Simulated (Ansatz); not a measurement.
Two structures of GeH$_{4}$Se, closed shell, reached by relaxing down either side of one saddle point (PBE0-D4/def2-TZVP). Energies are electronic, without zero-point energy. Ansatz 0.2.0; basis: def2-TZVPP and def2-QZVPP; cores frozen in the correlated methods. Filled d shells of the heavier atoms are correlated. The def2 sets are not built for correlating such inner shells, so the correlated values are less sure here. Extrapolation: Hartree–Fock as exp(−7.88 √X), correlation as X^−2.97. First:

```
atom    x (Å)    y (Å)    z (Å)
 Ge1   1.2818   0.6087   0.3655
  H2  -0.7846  -0.5481  -1.8269
 Se3  -0.9956  -0.4870  -0.3712
  H4   0.5615   0.5968   1.7942
  H5   1.7235  -0.9157   0.5551
  H6  -1.7865   0.7454  -0.5167
```

Second:

Ge1  (0.595, 0.030, 0.070)
H2  (0.952, 0.655, -1.286)
Se3  (-1.538, -0.967, -0.020)
H4  (0.642, 1.100, 1.170)
H5  (1.553, -1.122, 0.400)
H6  (-2.204, 0.303, -0.336)
(Å)

(1) Which bonds change from the first to the second?

(2) Give the saddle point's structure and its height above each. (An estimate is asked for; the value comes from the calculation.)

No T1 diagnostic of these runs exceeds 0.013. The restricted Hartree–Fock reference is unstable towards an unrestricted one at one or more of these structures.

## Answers

(1) GeH₂ + H₂Se → GeH₄Se ([GeH3][SeH]); bonds formed: Ge1–H2; dative contacts that become bonds: Ge1–Se3; bonds broken: H2–Se3.

(2) The calculation gives: 0.521 eV above the first and 2.148 eV above the second (CCSD(T) at an estimated basis limit (MP2 extrapolated from triple and quadruple zeta, plus CCSD(T) − MP2 in triple zeta)).
Ge1  (1.103, 0.317, 0.085)
H2  (0.003, 0.108, -1.183)
Se3  (-1.309, -0.809, -0.459)
H4  (0.600, 0.984, 1.398)
H5  (1.603, -1.085, 0.543)
H6  (-2.000, 0.485, -0.384)
(Å)

Losses and insertions of silylenes and their heavier kin drive the gas-phase chemistry of silicon and germanium vapour deposition.

Labels in which every atom is bracketed show which atoms are joined, not bond orders.

For scale, one of the runs: CCSD(T)/def2-TZVPP, 152 basis functions, launched by `ansatz run in.yaml --threads 2 --pin off --events-out ev --progress --plain --max-ram 4352MiB`. Hardware: 2 CPU threads of an Arm Neoverse V2, shared host. Wall time 31 s; peak host memory 1 GiB.
